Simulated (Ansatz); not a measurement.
`[AlH3-][n+]1ccccc1`, charge 0, multiplicity 1.

(1) Give a relaxed structure at PBE0-D4/def2-TZVP (Ansatz 0.2.0). (Best estimate.)

## Answers

(1) Computed: 
Cartesian coordinates in Å:
```
Al 1.6172 -1.0561 -1.7225
N 0.3729 -0.2148 -0.3548
C -0.1155 1.0109 -0.5518
C -1.0039 1.5978 0.3279
C -1.3951 0.8879 1.4515
C -0.8831 -0.3833 1.6554
C 0.0009 -0.8992 0.7283
H 2.4676 -2.0112 -0.7517
H 2.3126 0.2725 -2.2963
H 0.5718 -1.7862 -2.6962
H 0.2352 1.5194 -1.4428
H -1.3760 2.5948 0.1316
H -2.0884 1.3220 2.1624
H -1.1586 -0.9712 2.5212
H 0.4425 -1.8833 0.8377
```
Point group Cs.
This is one stationary point; other conformers may exist.
